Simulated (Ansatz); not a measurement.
TaBr₄, SMILES [Br][Ta]([Br])([Br])[Br] (connectivity only; charge and spin as stated), neutral, multiplicity 2.

Geometry optimised at r2SCAN-D4/def2-SVP. The spin state was assumed, not searched. The def2 effective core potentials stand for the cores of Ta; spin–orbit coupling is left out.

Two levels are set side by side: PBE/def2-TZVPD (Ansatz, a first-principles code) and PBE0/def2-TZVPD (Ansatz). Energy differences of separate SCF runs at the same geometry; the states with an electron removed or added have multiplicity 1 and 3. Differences are taken from unrounded values.

```json
[
 {"quantity": "vertical ionisation energy (eV)", "PBE0": "7.46"},
 {"quantity": "vertical electron affinity (eV)", "PBE0": "2.02"}
]
```

Problem. What does PBE give, and how far is it from PBE0? (Estimate from the structure and the level; the computed values follow.)

Solution. 
| quantity | PBE | PBE minus PBE0 |
|---|---|---|
| vertical ionisation energy (eV) | 7.01 | -0.45 |
| vertical electron affinity (eV) | 1.72 | -0.30 |
